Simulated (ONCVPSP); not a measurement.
**What one change does to a pseudopotential (krypton (Kr), ONCV)**

krypton, optimised norm-conserving Vanderbilt (ONCV), made with ONCVPSP 4.0.1 (PBEsol, fully relativistic). Core [Ar], reference 3d10 4s2 4p5.75 (charge +0.25). Waves: 4s: rc 1.35 bohr, ncon 4, nbas 7, qcut 3.8 1/bohr, 2 projectors, debl 2.7 Ha; 4p: rc 1.35 bohr, ncon 4, nbas 9, qcut 6.5 1/bohr, 1 projector; 3d: rc 0.95 bohr, ncon 4, nbas 8, qcut 19.4 1/bohr, 2 projectors, debl 0.7 Ha. Local part: polynomial inside 0.95 bohr (lpopt 5, dvloc0 -1 Ha). Core correction: none.

Open shells are filled in proportion to 2j + 1.

In the d channel the program set the typed energies aside and used -3.073, 0.250 Ha (j = l + 1/2; the other j can differ).

Change: s: qcut 2.8; p: qcut 4.7; d: qcut 14.1.

Cutoffs: the cutoffs (Ha) at which the residual kinetic energy of the hardest occupied pseudo-wave falls to 1 and 0.1 mHa per electron; they do not see the model core or the augmentation charge, which bear on the density cutoff. Errors are all-electron minus pseudo energies relative to the spin-unpolarised reference configuration.

**Question.** How do hardness, ghosts and transferability respond?

**Answer.** The potential gets neither clearly harder nor softer (138 Ha and 154 Ha → 100 Ha and 252 Ha); the d channel sets the loose cutoff, while the largest relative change is in p, which becomes harder; of the 4 tests that both files solve, the error grows in 1 and shrinks in 0 by more than 15 % and 0.3 meV (median size 6.9 → 7.7 meV); neither file shows a bound ghost.

```tsv
quantity	base	changed
cutoff, loose	138 Ha	100 Ha
cutoff, tight	154 Ha	252 Ha
loose cutoff by channel	s 54 Ha, p 16 Ha, d 138 Ha	s 59 Ha, p 22 Ha, d 100 Ha
bound ghosts	none	none
GHOST(+) flags under 300 eV	s at 36.7 eV, p3/2 at 56.0 eV	s at 52.1 eV, p3/2 at 53.4 eV, p1/2 at 56.3 eV
error for 3d10 4s2 4p6, meV [ΔE -2.62 eV]	+0.3	+0.3
error for 3d10 4s2 4p5, meV [ΔE 11.67 eV]	+3.4	+3.7
error for 3d10 4s2 4p4, meV [ΔE 36.86 eV]	+23	+24
error for 3d10 4s1 4p6, meV [ΔE 26.17 eV]	+10	+12
s: phases at 1.37 bohr within 0.05 rad from the reference energy up to (Ha; the scan ends near 5)	to the end of the scan	to the end of the scan
p3/2: phases at 1.37 bohr within 0.05 rad from the reference energy up to (Ha; the scan ends near 5)	0.9	0.8
p1/2: phases at 1.37 bohr within 0.05 rad from the reference energy up to (Ha; the scan ends near 5)	1.1	1.0
d5/2: phases at 0.97 bohr within 0.05 rad from the reference energy up to (Ha; the scan ends near 5)	to the end of the scan	to the end of the scan
d3/2: phases at 0.97 bohr within 0.05 rad from the reference energy up to (Ha; the scan ends near 5)	to the end of the scan	to the end of the scan
```
